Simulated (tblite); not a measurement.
A tight-binding relaxation on `FB(F)c1ccccc1[S]` [radical].

Computed with GFN2-xTB geometry optimisation, gas phase (tblite 0.8.0). Start geometry: from a force field or distance geometry. The command runs a driver script over a list of jobs; the input below is this job's line of settings and its coordinates in Å.

Command:
```bash
OMP_NUM_THREADS=1 python probes_run.py task.json out
```

Input:
```
{"job": {"kind": "relax", "xc": "GFN2-xTB", "basis": "xTB"}, "charge": 0, "multiplicity": 2}
F      2.827800    -1.544200    -1.006300
B      2.359800    -0.348900    -0.327400
F      3.367600     0.578100     0.159600
C      0.813200    -0.103200    -0.112900
C     -0.077700    -1.081600    -0.595000
C     -1.461200    -0.927200    -0.450300
C     -1.965800     0.197400     0.201600
C     -1.092700     1.170400     0.710100
C      0.293100     1.023700     0.560000
S      1.328200     2.338200     1.245900
H      0.286800    -1.963600    -1.116200
H     -2.134400    -1.682300    -0.833700
H     -3.041100     0.312200     0.334100
H     -1.504400     2.030600     1.208300
```

What does the run print?

```
step      E/eV     max force
  0    -785.14126    3.690
  1    -785.57825    2.451
  2    -785.71042    3.442
  3    -785.82478    0.643
  4    -785.85084    0.379
  5    -785.86883    0.156
  6    -785.87030    0.133
  7    -785.87217    0.087
  8    -785.87271    0.069
  9    -785.87376    0.053
... (5 lines left out)
 15    -785.87472    0.032
 16    -785.87481    0.029
 17    -785.87490    0.031
 18    -785.87501    0.026
 19    -785.87508    0.024
 20    -785.87513    0.020
 21    -785.87516    0.016
 22    -785.87519    0.017
 23    -785.87521    0.015
 24    -785.87523    0.010
```

«max force» is the largest atomic force in eV/Å.

From which step on does the largest force stay under 0.1 eV/Å, and how much energy is left to gain from there?

From step 7 (0.087 eV/Å), 3.1 meV above the end.

In short: energy lowered by 16.9 kcal/mol over 24 steps; largest atomic force 0.010 eV/Å at the end.

Hardware: one thread of an Arm Neoverse V2, shared host with 96 logical CPUs at a one-minute load of 34. Cost: 0.16 s of wall time.
Labels such as C1 count atoms from 1, the log's own numbers from 0.
